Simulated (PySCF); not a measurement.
SMILES CC(N[C](C)C)C, doublet (GFN2-xTB optimised geometry):

```
21

C     -2.212    -0.519     0.000
C     -0.719    -0.519     0.000
C     -0.007    -1.811    -0.239
N     -0.112     0.416     0.854
C      1.289     0.753     0.707
C      1.568     1.524    -0.591
C      1.722     1.567     1.924
H     -2.633    -1.033     0.876
H     -2.587    -1.028    -0.887
H     -2.601     0.499     0.000
H     -0.651    -2.482    -0.802
H      0.912    -1.670    -0.810
H      0.265    -2.312     0.699
H     -0.687     1.241     0.977
H      1.850    -0.186     0.690
H      2.633     1.705    -0.707
H      1.051     2.482    -0.579
H      1.213     0.951    -1.445
H      1.507     1.018     2.837
H      1.188     2.515     1.956
H      2.788     1.772     1.881
```

Level of theory: unrestricted B3LYP/def2-SVP (PySCF 2.14.0).

### Question
What are the frontier orbital energies (α orbitals alone; a β orbital can be the lowest empty one) and the dipole moment?

### Answer
HOMO-2 -9.19 eV, HOMO-1 -7.64 eV, HOMO -3.41 eV, LUMO 1.33 eV, LUMO+1 2.07 eV; dipole moment 0.78 D.

On the same geometry unrestricted PBE/def2-SVP run with PySCF gives HOMO-2 -7.97 eV, HOMO-1 -6.38 eV, HOMO -2.37 eV, LUMO 0.79 eV, LUMO+1 1.48 eV; dipole moment 0.83 D.

Meta-Löwdin charges at B3LYP/def2-SVP: C1 -0.29, C2 0.01, C3 -0.29, N4 -0.28, C5 0.06, C6 -0.30, C7 -0.29, H8 0.08, H9 0.10, H10 0.09, H11 0.10, H12 0.09, H13 0.08, H14 0.19, H15 0.09, H16 0.09, H17 0.09, H18 0.10, H19 0.10, H20 0.09, H21 0.09.
